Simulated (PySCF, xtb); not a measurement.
1,3-disilylpropan-2-ylsilane (C3H14Si3), SMILES [SiH3]CC([SiH3])C[SiH3]. The values are those of a single conformer.

Harmonic wavenumbers (cm⁻¹) from GFN2-xTB (xtb) at its own minimum, in rising order: 47, 71, 91, 113, 137, 165, 185, 249, 304, 348, 499, 512, 512, 536, 560, 566, 684, 736, 754, 770, 779, 783, 785, 788, 790, 798, 812, 823, 827, 840, 1025, 1088, 1098, 1149, 1235, 1268, 1302, 1328, 1482, 1486, 2238, 2243, 2244, 2247, 2249, 2253, 2256, 2258, 2273, 2896, 2922, 2940, 2954, 2959.

Task: What does B3LYP-D3(BJ)/def2-SVP (PySCF) give at its own minimum? (An estimate is asked for; the answer gives what the named calculation found.)

Result: 50, 61, 113, 121, 146, 154, 212, 233, 282, 334, 499, 513, 528, 597, 639, 653, 688, 735, 771, 833, 870, 922, 929, 946, 947, 952, 954, 958, 964, 966, 991, 1061, 1099, 1137, 1220, 1248, 1284, 1332, 1426, 1435, 2210, 2211, 2215, 2217, 2217, 2219, 2220, 2221, 2230, 3005, 3011, 3017, 3056, 3065. Paired by order, the mean absolute difference is 53 cm⁻¹ and the zero-point energies are 90.4 and 92.8 kcal/mol.
